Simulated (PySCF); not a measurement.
GaCl4, SMILES [Cl][Ga-]([Cl])([Cl])[Cl], charge -1.

Geometry: PBE0-D3(BJ)/def2-SVPD. The isomer is the one that the SMILES or the coordinates give; other isomers of the formula were not compared.

Method: IEF-PCM-PBE0/def2-SVPD (PySCF).

The values are the electrostatic part of the solvation free energy, E(continuum) − E(gas) at the gas-phase geometry, in a cavity of scaled van der Waals radii (PySCF's table); cavitation and dispersion terms are not included. A continuum can't describe solvent molecules that bind to the metal. In vacuum the orbital gap is 7.44 eV.

```
solvent        ε  ΔG(elec) (kcal/mol)    gap (eV)
---------  -----  -------------------  ----------
water      78.36                -45.2        7.75
benzene     2.27                -25.2        7.63
1-octanol   9.86           (withheld)  (withheld)
```

Problem. Fill in the missing entries. (An estimate is asked for; the answer gives what the named calculation found.)

Solution. 
- 1-octanol, ΔG(elec) (kcal/mol): -41.0
- 1-octanol, gap (eV): 7.73
